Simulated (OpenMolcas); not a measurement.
Ru2+ among 8 point charges of -1.2 e arranged as a cube (Oh), 2.09 Å from the ion.
```
   1.2067    1.2067    1.2067  -1.20
   1.2067    1.2067   -1.2067  -1.20
   1.2067   -1.2067    1.2067  -1.20
   1.2067   -1.2067   -1.2067  -1.20
  -1.2067    1.2067    1.2067  -1.20
  -1.2067    1.2067   -1.2067  -1.20
  -1.2067   -1.2067    1.2067  -1.20
  -1.2067   -1.2067   -1.2067  -1.20
```

| Property | Result |
| --- | --- |
| Program | OpenMolcas 26.06 |
| Method | CASSCF |
| Basis | ANO-RCC-VDZP [6s5p3d1f] |
| Scalar Hamiltonian | DKH2, point nucleus |
| Active space | 6 electrons in 5 orbitals (4d) |
| State averaging | 2S+1 = 5 even, 5 roots; 2S+1 = 3 even, 45 roots; 2S+1 = 1 even, 50 roots |
| Spin-orbit coupling | RASSI with atomic mean-field integrals over the reference wave functions |

Question: What is the spin-free ground state (labels of O, the rotations of Oh)?

Answer: 5E, 2-fold in its orbital part, 100 % from free-ion D terms; it has the highest spin that d6 allows.

Question: Where is the first state of the same spin?

Answer: 5T2 at 6920 cm-1 above the ground state.

Question: What are the lowest two levels with spin-orbit coupling?

Answer: A 1-fold level A1, then a 3-fold level T1 69.1 cm-1 above it. Their leading multiplicities are 5 (99 %) and 5 (99 %).

Question: What is χT at 300 K, and how does it compare with the textbook value?

Answer: The lowest level has 2S+1 = 5, for which the spin-only value is χT = S(S+1) / 2 = 3.000 cm3 K/mol (g = 2). The computed 3.542 at 300 K differs by +0.542, through orbital momentum, spin-orbit coupling and any other state in reach.

An orbital doublet at a regular site is open to a Jahn-Teller distortion, which this geometry leaves out. Without dynamic correlation the repulsion within the d shell is too large (B by tens of per cent), so at a given field states of lower spin stand too high. Point charges give a weaker field than real ligands, and real ions of this kind are as a rule low spin; the high spin found here belongs to the model. Point charges carry no covalency, so the field is a model and not that of real ligands. No measured value stands beside these numbers.
